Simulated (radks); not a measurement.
Excited configurations of Mo I: one electron is placed in a higher orbital outside [Kr] 4d5. The ground configuration is [Kr] 4d5 5s1. All-electron calculation, scalar-relativistic Kohn-Sham, r2SCAN, spin-polarised, spherical densities, finite nucleus; open shells are filled with parallel spins first (spin-orbit coupling, left out, can overturn this in heavy ions); meta-GGA in the generalised Kohn-Sham scheme; Fermi nuclear charge, rms radius 4.4091 fm. Program: a radial shooting solver on a logarithmic mesh with Libxc functionals. Excitation = E - E(ground); binding = E(ion) - E, where the ion is the core of charge +1; n* = 1/sqrt(2 binding) in atomic units, and the quantum defect is n - n*.

6s: excitation (eV) 5.129; binding (eV) 2.349; n* 2.407; quantum defect 3.593; eigenvalue (eV) -1.439; <r> (bohr) 9.121
6d: excitation (eV) 6.560; binding (eV) 0.917; n* 3.851; quantum defect 2.149; eigenvalue (eV) -0.521; <r> (bohr) 20.62
7s: excitation (eV) 6.274; binding (eV) 1.204; n* 3.362; quantum defect 3.638; eigenvalue (eV) -0.756; <r> (bohr) 17.56
7p: excitation (eV) 6.514; binding (eV) 0.964; n* 3.757; quantum defect 3.243; eigenvalue (eV) -0.600; <r> (bohr) 21.84
7f: excitation (eV) 7.153; binding (eV) 0.325; n* 6.475; quantum defect 0.525; eigenvalue (eV) -0.210; <r> (bohr) 63.88

The Delta-SCF ionisation energy is 7.478 eV (NIST Atomic Spectra Database: 7.092 eV, measured). Self-interaction in the functional shifts the binding energies and quantum defects, so they are the method's values and not measured ones. Open shells are spherical and high-spin; term and fine-structure splittings are not resolved.
